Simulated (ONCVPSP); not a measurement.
# u(r) = r·R(r): atom against pseudo-atom (zinc)

Columns: radius, all-electron u(r) and pseudo u(r) of the 3s shell (level -138.90 eV) of zinc in the configuration [Ne] 3s2 3p6 3d10 4s1; PBE, scalar-relativistic, ONCV scheme, ONCVPSP 4.0.1.

```csv
r (bohr),all-electron,pseudo
0.062,0.0461,0.2102
0.125,-0.6442,0.4171
0.188,-0.6460,0.6106
0.250,-0.2262,0.7820
0.312,0.2960,0.9291
0.375,0.7565,1.0496
0.438,1.0829,1.1375
0.500,1.2700,1.1908
0.562,1.3473,1.2113
0.625,1.3426,1.2003
0.688,1.2821,1.1610
0.750,1.1899,1.0994
0.812,1.0812,1.0207
0.875,0.9649,0.9291
0.938,0.8502,0.8317
1.000,0.7433,0.7352
1.062,0.6449,0.6420
1.125,0.5546,0.5539
1.188,0.4744,0.4743
1.250,0.4051,0.4050
1.312,0.3446,0.3446
1.375,0.2915,0.2915
1.438,0.2460,0.2459
1.500,0.2075,0.2075
1.562,0.1749,0.1748
1.625,0.1466,0.1466
```

Task: How many radial nodes do the two functions have?

Result: The all-electron 3s function has n − l − 1 = 2; the pseudo-wave has 0, since the states of the same l below it are removed with the core.

Task: At about which radius was the pseudo-wave matched?

Result: 1.25 bohr, where the columns begin to agree (steps of 0.06 bohr).

Task: Where does each function peak?

Result: Outermost all-electron maximum near 0.56 bohr, pseudo maximum near 0.56 bohr (to the table’s step).

Task: Is the pseudo-wave norm-conserving?

Result: Yes: the ONCV scheme keeps the norm inside the radius equal to the all-electron one, which fixes the energy derivative of the logarithmic derivative at the level.
